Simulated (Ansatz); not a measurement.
The cluster Al8Si2⁻. The state is a quartet with charge -1. Geometry PBE-D4/def2-SVP.

```xyz
10

Al   -2.447    0.616    0.271
Al   -1.316   -0.532   -1.828
Al    0.294    1.005   -0.201
Al   -1.034   -1.505    0.773
Al    1.111    0.049   -2.624
Al   -0.435    0.668    2.398
Al    0.899   -2.032   -0.902
Al    1.569   -0.815    1.546
Si   -1.281    2.605    1.165
Si    2.640   -0.059   -0.598
```

B3LYP takes the VWN-RPA correlation. At HF/6-31G the charge -1 quartet is spin-contaminated (final ⟨S²⟩ up to 4.82, 3.75 for a pure state). At PBE0-D4/def2-SVP a doublet of charge -1 lies 0.60 eV below the quartet, each at its own geometry. The structure comes from a short search, and lower isomers may exist.

**Question.** Estimate the α-spin orbital energies around the gap (eV) in Ansatz with HF/6-31G, PBE-D4/def2-SVP, r2SCAN-D4/def2-SVP, B3LYP-D4/6-31G, PBE0-D4/def2-SVP.

**Answer.** 
| orbital | HF/6-31G | PBE-D4/def2-SVP | r2SCAN-D4/def2-SVP | B3LYP-D4/6-31G | PBE0-D4/def2-SVP |
| --- | --- | --- | --- | --- | --- |
| HOMO−9 | -6.58 | -3.38 | -3.64 | -4.12 | -4.31 |
| HOMO−8 | -6.32 | -3.24 | -3.49 | -3.94 | -4.16 |
| HOMO−7 | -5.35 | -2.58 | -2.86 | -3.13 | -3.38 |
| HOMO−6 | -4.42 | -1.96 | -2.21 | -2.51 | -2.76 |
| HOMO−5 | -4.08 | -1.89 | -2.11 | -2.33 | -2.57 |
| HOMO−4 | -4.04 | -1.70 | -1.95 | -2.14 | -2.39 |
| HOMO−3 | -3.82 | -1.62 | -1.83 | -2.08 | -2.31 |
| HOMO−2 | -3.76 | -1.41 | -1.65 | -1.81 | -2.09 |
| HOMO−1 | -3.58 | -1.32 | -1.64 | -1.79 | -2.07 |
| HOMO | -2.61 | -0.63 | -0.86 | -0.98 | -1.27 |
| LUMO | 2.46 | -0.17 | -0.30 | 0.26 | 0.20 |
| LUMO+1 | 3.09 | 0.06 | -0.03 | 0.54 | 0.47 |
| LUMO+2 | 3.38 | 0.37 | 0.34 | 0.89 | 0.87 |
| LUMO+3 | 3.58 | 0.71 | 0.65 | 1.36 | 1.20 |
| LUMO+4 | 4.41 | 1.55 | 1.62 | 2.01 | 2.16 |
| LUMO+5 | 4.71 | 1.81 | 1.84 | 2.46 | 2.38 |
| β HOMO | -3.03 | -1.43 | -1.59 | -1.84 | -2.07 |
| β LUMO | 2.07 | -0.87 | -0.80 | -0.44 | -0.35 |
